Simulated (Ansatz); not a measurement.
Cs₃H₃⁺, relaxed as a doublet with UKS PBE0-D4/def2-TZVP in Ansatz, starting from the GFN1-xTB geometry. Force threshold 0.02 eV/Å.

In the def2 sets Cs takes a core potential; there is no spin–orbit coupling. In the doublet, H4 and H5 lie 0.75 Å apart (atoms count from 1), so H2 has formed as a molecule. The structure comes from a short search, and lower isomers may exist.

Start:

Cartesian coordinates in Å:
```
Cs -0.3080 4.1623 -0.2553
Cs -0.8285 -0.3330 -0.3023
Cs 1.6910 -5.0639 0.7399
H -1.7618 2.0606 -1.2486
H 0.6170 1.7464 0.6917
H 0.5903 -2.5724 0.3746
```

Problem. Estimate the energy that the relaxation releases and the steps that it takes.

Solution. 51.7 kcal/mol, in 47 steps; 4.4 min on 4 threads of Arm Neoverse N1 on a shared host. The force fell under the threshold at step 36, but the optimiser went on and released 0.002 eV more. No frequencies were taken in this run, so the end may be a saddle point.

Problem. Does the start keep its bonding?

Solution. Bonds lost: Cs1–H4, Cs1–H5, Cs2–H4 (atoms count from 1). Metal–metal contacts that move far: Cs1–Cs2 4.53 to 5.80 Å.

Problem. Predict the relaxed structure.

Solution. 
| atom | x (Å) | y (Å) | z (Å) |
| --- | --- | --- | --- |
| Cs1 | -2.5139 | 5.5399 | -1.7728 |
| Cs2 | -1.4979 | -0.1355 | -1.1494 |
| Cs3 | 1.4994 | -3.9363 | 1.0846 |
| H4 | 1.3576 | 0.6409 | 1.0169 |
| H5 | 1.1211 | -0.0491 | 0.8300 |
| H6 | 0.0338 | -2.0599 | -0.0092 |
Bond lengths (bridged metal pairs left out): 1 × Cs–Cs 5.80 Å; 3 × Cs–H 2.62 to 3.28 Å.
